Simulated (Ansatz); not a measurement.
`[SiH3]/N=[CH]\[GeH3]` + `C[SiH](S)Cl` → `C[SiH](Cl)[GeH3]` + `[SiH3]/N=C\S` at 500 K and 1 bar (redistribution).

Program: Ansatz. Geometries: PBE0-D4/def2-TZVP. ΔE: electronic, gas phase. CCSD(T)/CBS adds triple-zeta CCSD(T) − MP2 to the extrapolated MP2 energy (def2 sets, frozen cores). Double bonds are as drawn, so ΔE can hold a change between cis and trans. For Ge outer-core shells are correlated without core-valence functions, which leaves a few kJ/mol of doubt a bond. Scalar relativity is left out up to krypton. One conformer a species, not always the lowest.

```
               species  CCSD(T)/CBS energy (Eh)  H − E (kJ/mol)  S (J/(mol·K))
`[SiH3]/N=[CH]\[GeH3]`              -2462.11813           229.0          423.4
         `C[SiH](S)Cl`              -1187.79090           193.7          401.4
    `C[SiH](Cl)[GeH3]`              -2867.29429           237.2          445.2
        `[SiH3]/N=C\S`               -782.60025           186.5          380.9
```

H − E and S are ideal-gas, rigid-rotor, harmonic terms from PBE0-D4/def2-TZVP, for one conformer and one mirror image of each species. 1 Eh = 2625.50 kJ/mol, R = 8.31446 J/(mol·K).

Question: By hand: ΔE, ΔH, ΔS and ΔG.

Answer: ΔE = (-2867.29429) + (-782.60025) − (-2462.11813) − (-1187.79090) = 0.01449 Eh = 38.0 kJ/mol. Δ(H − E) = 237.2 + 186.5 − 229.0 − 193.7 = 1.0, so ΔH = 39.0 kJ/mol. ΔS = 445.2 + 380.9 − 423.4 − 401.4 = 1.3 J/(mol·K). ΔG = 39.0 − 500 × (1.3)/1000 = 38.4 kJ/mol.

Question: By hand: the equilibrium constant, and the temperature at which ΔG would vanish if ΔH and ΔS stayed fixed.

Answer: log₁₀ K = −ΔG/(RT ln 10) = -4.0. ΔG = 0 at ΔH/ΔS = 30000 K, far beyond where these terms or the molecules hold.

The number of gas molecules stays the same, so ΔS is small and ΔH decides. A doubt of 5 kJ/mol in ΔE shifts log₁₀ K by 0.5 here. Other conformers and mirror images would add mixing entropy, several J/(mol·K) or more a flexible species. These are equilibria of isolated gas molecules and say nothing of rates. Largest T1 diagnostic: 0.015 (customary marks: 0.02 for closed shells, 0.045 for open ones).
